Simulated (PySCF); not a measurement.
C$_{2}$H$_{3}$O (SMILES C[C]=O), doublet, geometry from GFN2-xTB. Base run: CCSD(T)/6-31G* in PySCF.

Here is a job for PySCF.
```python
from pyscf import gto, scf, cc

mol = gto.Mole()
mol.atom = '''
    C    -0.982806   -0.640317    0.009182
    C     0.008928    0.456806    0.003562
    H    -0.514694   -1.629554   -0.005653
    H    -1.602347   -0.538696    0.898221
    H    -1.628027   -0.524487   -0.859623
    O     1.198543    0.474226   -0.013676
'''
mol.basis = '6-31g*'
mol.charge = 0
mol.spin = 1
mol.verbose = 4
mol.build()

mf = scf.UHF(mol)
mf.kernel()

mycc = cc.CCSD(mf)
mycc.kernel()
et = mycc.ccsd_t()
print('E(CCSD(T)) = %.10f' % (mycc.e_tot + et))
mf.analyze()
```

The base run was repeated with changes; each row names its change, and settings that it needs were set with it.

| change | ΔE vs base (mEh) | MP2 correlation (Eh) | CC correlation without the perturbative part (Eh) | basis functions |
|---|---|---|---|---|
| base | 0.000 | -0.41522 | -0.43735 | 48 |
| cc.conv_tol = 1e-5 | 0.000 | -0.41522 | -0.43735 | 48 |
| cc.direct = True | 0.000 | -0.41522 | -0.43735 | 48 |
| cc.diis_space = 3 | 0.000 | -0.41522 | -0.43735 | 48 |
| frozen = 2 | … | … | … | 48 |
| cc.iterative_damping = 0.8 | 0.000 | -0.41522 | -0.43735 | 48 |
| cc.level_shift = 0.2 | 0.000 | -0.41522 | -0.43735 | 48 |
| cart = on | … | … | … | … |
| method = ccsd | … | -0.41522 | -0.43735 | 48 |
| frozen = 4 | 65.817 | -0.35007 | -0.37324 | 48 |

Complete the blanks.


- frozen = 2, ΔE vs base (mEh): 3.894
- frozen = 2, MP2 correlation (Eh): -0.41105
- frozen = 2, CC correlation without the perturbative part (Eh): -0.43352
- cart = on, ΔE vs base (mEh): -11.034
- cart = on, MP2 correlation (Eh): -0.42550
- cart = on, CC correlation without the perturbative part (Eh): -0.44708
- cart = on, basis functions: 51
- method = ccsd, ΔE vs base (mEh): 13.859

Open shells are given as the SCF converged; they aren't shown to be the lowest states, and a large step between rows can be another state.
